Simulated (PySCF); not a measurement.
Compound: 4-methyl-1,2,3-triazine, C4H5N3.
SMILES with atom numbers: `[CH3:1][c:2]1[cH:3][cH:4][n:5][n:6][n:7]1`

Structure used (GFN2-xTB), in Å, numbered top down from 1:
```xyz
12
C4H5N3 angstrom
C     -1.852    0.055    0.095
C     -0.380    0.237   -0.039
C      0.532   -0.800    0.164
C      1.864   -0.458    0.000
N      2.220    0.779   -0.329
N      1.322    1.685   -0.501
N      0.062    1.450   -0.367
H     -2.355    0.996   -0.108
H     -2.201   -0.703   -0.604
H     -2.097   -0.279    1.102
H      0.215   -1.797    0.431
H      2.671   -1.166    0.130
```

NICS = −σ at a ghost point: NICS(0) at the centroid of the ring atoms, NICS(1) 1 Å to either side along the normal of their mean plane, zz for the tensor component along that normal. Level: GIAO PBE0/pcSseg-1 (PySCF, non-relativistic, gas phase) on the GFN2-xTB geometry, one conformer.

Ring bond lengths (Å), with Mayer bond orders in brackets: C2–C3 1.397 (1.29), C3–C4 1.384 (1.40), C4–N5 1.329 (1.41), N5–N6 1.288 (1.38), N6–N7 1.289 (1.37), N7–C2 1.332 (1.41).

Question: Give the NICS values of each ring in ppm.

Answer: 
| ring | type | NICS(0) | NICS(1), two faces | NICS(1)zz, two faces | rms pucker (Å) | centre to ring atoms, mean (Å) |
| --- | --- | --- | --- | --- | --- | --- |
| C2–C3–C4–N5–N6–N7 | 6-membered ring with 3 N; formal bonds all aromatic | -4.0 | -11.4 / -11.4 | -27.6 / -27.6 | 0.00 | 1.34 |

Question: What do they say, and how far can they be read as aromaticity?

Answer: 
- C2–C3–C4–N5–N6–N7: mean NICS(1)zz -27.6 ppm, shielded. For a flat ring without four-coordinate atoms the NICS criterion counts such a value as aromatic. NICS(0) lies 7 ppm above the mean NICS(1).

Question: What does the geometric index give? HOMA = 1 − mean of α(R − Ropt)² over the ring bonds, with Krygowski's 1993 parameters (CC: Ropt 1.388 Å, α 257.7 Å⁻²; CN: Ropt 1.334 Å, α 93.52 Å⁻²; NN: Ropt 1.309 Å, α 130.33 Å⁻²).

Answer: 
- C2–C3–C4–N5–N6–N7: HOMA 0.98; the largest term is that of N5–N6, α(R − Ropt)² = 0.06. The geometric and the magnetic index point the same way.
